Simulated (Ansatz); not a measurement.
Input for Ansatz (a first-principles code): U-CCSD(T)/cc-pV(T+d)Z on CH5Al (SMILES [CH3][AlH2]), a point of a bond scan (R = 2.150 Å). Files ending in .json are basis or fitting sets from the Basis Set Exchange.

Ansatz 0.2 input:
```yaml
crystal:
  periodic: [false, false, false]
  atoms:
    - {symbol: C, position_ang: [-1.23512650, -0.09453057, -0.00078552]}
    - {symbol: Al, position_ang: [0.90940652, 0.06379427, -0.00271753]}
    - {symbol: H, position_ang: [-1.68013597, 0.54438206, -0.76954883]}
    - {symbol: H, position_ang: [-1.59248422, -1.11401399, -0.15613004]}
    - {symbol: H, position_ang: [-1.63918751, 0.25553852, 0.95567754]}
    - {symbol: H, position_ang: [1.59368673, 1.49248894, 0.02963839]}
    - {symbol: H, position_ang: [1.83095845, -1.22464018, -0.02223072]}
basis:
  gaussian:
    orbitals: cc-pV_T+d_Z.json
correlation: {method: ccsd_t, electrons: outside_noble_gas}
scf: {omitted_lower_state_checks: [cluster_reference]}
magnetization: {spin_polarized: true, initial_magnetization: 0}
```

The head of its log:

```
WARN ansatz: RAYON_NUM_THREADS=1 ignored (pool sized by the plan → 1); use --threads N
Functional definition: HF
these checks for a lower state are left out or cut short: cluster_reference
integrals: 0.46 GiB planned
780 factors; integrals over basis functions are off by at most 1.6e-3 eV
mean field: 0.34 GiB planned
mean field evaluation 1: about -7690.6877 eV, gradient 1.8e1 eV
mean field evaluation 2: about -7690.6874 eV, gradient 1.8e1 eV
mean field evaluation 4: about -7692.6408 eV, gradient 1.5e0 eV
mean field evaluation 8: about -7692.6656 eV, gradient 3.9e-4 eV
mean field -7692.66563137 eV, -282.7002476768 hartree, gradient 3.2e-6 eV, S^2 0.000000; 0 other end points of the search recorded, 0 dependent functions left out
6 core orbitals not correlated
reference -7692.66563137 eV, -282.7002476768 hartree; 6, 6 occupied and 127, 127 virtual orbitals, 780 factors
```

Give the final energy of this run.

-283.0131 hartree (reference determinant -282.7002, T1 diagnostic 0.009).
